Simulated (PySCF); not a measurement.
# Vertical excitation energies

Species: C₉H₆O.
SMILES: `C#Cc1ccc(C=O)cc1`

The calculation used PySCF 2.14.0, density-fitted response routines, TDDFT PBE0/def2-SVPD, vertical, gas phase, core orbitals frozen in the response. Isolated species at its GFN2-xTB geometry (one conformer only). Torsions of this conformer, `[CH:1]#[C:2][c:3]1[cH:4][cH:5][c:6]([CH:7]=[O:8])[cH:9][cH:10]1`: C5–C6–C7–O8 180°.

| state | E (eV) | λ (nm) | f | symmetry | main configurations (H = HOMO, L = LUMO) |
| --- | --- | --- | --- | --- | --- |
| S1 | 3.58 | 345.9 | 0.0001 | – | H-1→L (93%) |
| S2 | 4.56 | 271.7 | 0.532 | A′ | H→L (95%) |
| S3 | 4.68 | 264.9 | 0.018 | A′ | H-2→L (79%), H→L+1 (20%) |
| S4 | 4.88 | 254.2 | 0.0000 | – | H-3→L (95%) |
| S5 | 5.75 | 215.8 | 0.0001 | – | H-1→L+1 (99%) |
| S6 | 5.85 | 211.9 | 0.110 | A′ | H→L+1 (73%), H-2→L (17%) |

Triplets (Tamm–Dancoff): T1 3.05 eV, H→L (91%); T2 3.08 eV, H-1→L (88%), H-1→L+2 (11%).

The lowest singlet comes at 346 nm (346 kJ/mol) in the ultraviolet; it is dark (f under 0.0005); its leading configuration is HOMO-1→LUMO (93%). The strongest level in the table is S2 at 4.56 eV (272 nm, f = 0.532). Löwdin shares by element: HOMO carbon 64% or more (atoms not listed hold the other 36%); LUMO carbon 40% or more, oxygen 16% (atoms not listed hold the other 44%). Of the 6 states listed, 3 reach f = 0.01 and 3 stay under 0.0005. The listed states span 2.27 eV, and the widest gap between neighbours is 0.98 eV (S1 to S2). Orbital energies (eV): HOMO-3 -8.50, HOMO-2 -8.09, HOMO-1 -7.70, HOMO -7.37, LUMO -2.38, LUMO+1 -0.85, LUMO+2 0.06. No computed singlet lies in the visible range (380 to 750 nm); the lowest, at 346 nm, stands 0.32 eV above its violet end (3.26 eV); a Tamm–Dancoff triplet lies at 406 nm, without intensity as long as spin–orbit coupling is left out. Symmetry labels in Cs follow from the direction of the transition dipole and are given only for states with f of 0.002 or more. Only the lowest 6 singlets were computed, as vertical energies without vibronic structure.
